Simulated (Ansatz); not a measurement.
Wavefunction ladder for CH5BrGe (`[CH3][GeH2][Br]`)

Z-matrix (Å, degrees):
```
C
Ge 1 1.941
H 1 1.090 2 109.8
H 1 1.090 2 109.8 3 120.0
H 1 1.092 2 109.8 3 -120.0
Br 2 2.320 1 107.7 3 -60.0
H 2 1.536 1 112.7 3 56.9
H 2 1.536 1 112.7 3 -176.8
```

Charge 0, multiplicity 1. Correlated methods include outer-core shells of Br, Ge, which these sets cover unevenly. Scalar relativity is left out up to krypton. All single points use the PBE0-D4/def2-TZVP geometry. Frozen core, restricted reference, the Gaussian-basis code of Ansatz.

```csv
basis,HF (Eh),MP2 corr.,CCSD corr.,(T),CCSD(T) total
def2-SVP,-4688.00423,-0.61002,?,-0.01599,?
def2-TZVPP,-4688.63090,?,-0.74234,-0.02599,?
def2-QZVPP,?,?,–,–,–
```

Question: Fill in the withheld values. (An estimate is asked.)

Answer: Computed: def2-SVP CCSD corr.: -0.63329; def2-SVP CCSD(T) total: -4688.65351; def2-TZVPP MP2 corr.: -0.71571; def2-TZVPP CCSD(T) total: -4689.39923; def2-QZVPP HF (Eh): -4688.72423; def2-QZVPP MP2 corr.: -1.30867.
